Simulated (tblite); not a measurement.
Compound: C₆H₅FO₂S.
SMILES with atom numbers: `[CH3:1][O:2][c:3]1[cH:4][s:5][c:6]([C:7](=[O:8])[F:9])[cH:10]1` (hydrogens: H11, H12, H13 on C1; H14 on C4; H15 on C10)

Computed with GFN2-xTB (tblite), gas phase: L-BFGS steps from a force-field or distance-geometry start until the largest atomic force falls under 0.01 eV/Å.

Step 25: E = -856.8711 eV
```
atom  x, y, z in Å  |  force x, y, z in eV/Å
C1     -2.7419   -0.6695   -0.0018   -0.010   0.037  -0.034
O2     -1.4147   -1.1401    0.0322   -0.015   0.044   0.018
C3     -0.4359   -0.2121    0.0096    0.034   0.011  -0.016
C4     -0.5462    1.1582    0.0132    0.015   0.012   0.000
S5      0.9783    1.9421    0.0194   -0.009  -0.021  -0.016
C6      1.7959    0.4153   -0.0026    0.022  -0.008   0.005
C7      3.2367    0.3818    0.0005    0.027  -0.004   0.000
O8      4.0223    1.2685    0.0452   -0.053   0.042  -0.009
F9      3.6973   -0.9086   -0.0556   -0.029  -0.066   0.002
C10     0.9107   -0.6348   -0.0105    0.013  -0.009  -0.003
H11    -2.9503   -0.1910   -0.9626   -0.068   0.041  -0.024
H12    -3.3798   -1.5441    0.1176    0.039   0.035   0.006
H13    -2.9308    0.0453    0.8049   -0.033  -0.054   0.021
H14    -1.4255    1.7709    0.0065   -0.035  -0.062   0.014
H15     1.1795   -1.6738   -0.0380    0.103   0.001   0.035
```

Step 26: E = -856.8724 eV
```
atom  x, y, z in Å  |  force x, y, z in eV/Å
C1     -2.7412   -0.6686    0.0002   -0.008   0.047  -0.030
O2     -1.4151   -1.1424    0.0353    0.010   0.122   0.010
C3     -0.4359   -0.2126    0.0099    0.030   0.015  -0.008
C4     -0.5452    1.1589    0.0094   -0.019  -0.039  -0.001
S5      0.9800    1.9426    0.0126   -0.046  -0.034  -0.015
C6      1.7962    0.4150   -0.0044    0.012  -0.024   0.008
C7      3.2370    0.3817   -0.0001   -0.002  -0.012   0.000
O8      4.0202    1.2704    0.0451   -0.030   0.026  -0.012
F9      3.6972   -0.9094   -0.0548   -0.019  -0.039   0.003
C10     0.9103   -0.6350   -0.0082    0.041  -0.027  -0.010
H11    -2.9446   -0.1753   -0.9543   -0.062   0.034  -0.024
H12    -3.3799   -1.5438    0.1031    0.018   0.016   0.011
H13    -2.9350    0.0346    0.8163   -0.022  -0.059   0.015
H14    -1.4287    1.7665    0.0007    0.000  -0.051   0.016
H15     1.1802   -1.6745   -0.0328    0.095   0.022   0.037
```

Step 27: E = -856.8741 eV
```
atom  x, y, z in Å  |  force x, y, z in eV/Å
C1     -2.7409   -0.6665    0.0016    0.001   0.051  -0.016
O2     -1.4156   -1.1428    0.0384    0.029   0.170  -0.006
C3     -0.4350   -0.2131    0.0099    0.019   0.009   0.004
C4     -0.5437    1.1591    0.0053   -0.049  -0.084  -0.003
S5      0.9815    1.9424    0.0048   -0.068  -0.031  -0.013
C6      1.7970    0.4145   -0.0062   -0.006  -0.030   0.009
C7      3.2377    0.3816   -0.0007   -0.039  -0.020   0.001
O8      4.0176    1.2731    0.0446    0.002  -0.006  -0.014
F9      3.6963   -0.9110   -0.0537    0.001   0.007   0.006
C10     0.9108   -0.6356   -0.0057    0.065  -0.042  -0.016
H11    -2.9406   -0.1574   -0.9452   -0.048   0.030  -0.029
H12    -3.3791   -1.5424    0.0875   -0.011  -0.019   0.008
H13    -2.9411    0.0218    0.8286   -0.011  -0.043   0.016
H14    -1.4328    1.7593   -0.0050    0.034  -0.029   0.017
H15     1.1837   -1.6750   -0.0260    0.080   0.037   0.036
```

**Question.** Estimate the geometry and energy of step 28. (The exact step hangs on the optimiser's Hessian estimate; all steps are aligned on step 27, rigid shifts and turns removed.)

**Answer.** E = -856.8760 eV, largest force 0.161 eV/Å
```
atom  x, y, z in Å  |  force x, y, z in eV/Å
C1     -2.7402   -0.6630    0.0039   -0.033   0.044  -0.005
O2     -1.4160   -1.1411    0.0437    0.029   0.155  -0.032
C3     -0.4331   -0.2141    0.0103    0.005  -0.004   0.015
C4     -0.5431    1.1577   -0.0013   -0.055  -0.100  -0.006
S5      0.9815    1.9413   -0.0074   -0.068  -0.019  -0.009
C6      1.7977    0.4134   -0.0088   -0.027  -0.020   0.007
C7      3.2378    0.3817   -0.0015   -0.065  -0.022   0.001
O8      4.0140    1.2764    0.0437    0.033  -0.046  -0.018
F9      3.6949   -0.9125   -0.0521    0.027   0.053   0.009
C10     0.9123   -0.6372   -0.0024    0.069  -0.043  -0.016
H11    -2.9336   -0.1292   -0.9323   -0.029   0.000   0.016
H12    -3.3785   -1.5418    0.0632   -0.002  -0.001  -0.003
H13    -2.9495    0.0017    0.8488   -0.002  -0.034  -0.013
H14    -1.4371    1.7505   -0.0142    0.052  -0.001   0.019
H15     1.1884   -1.6759   -0.0155    0.067   0.037   0.034
```

The energy changes by -0.0019 eV. The first-order estimate −F·Δx gives -0.0027 eV and the mean of the old and new forces, exact on a quadratic surface, -0.0018 eV. The step makes an angle of 80° with the force vector and moves no atom by more than 0.032 Å.

The cost below is that of the whole relaxation. On one thread, Arm Neoverse V1 (aarch64), on a shared host, this took 0.43 s.
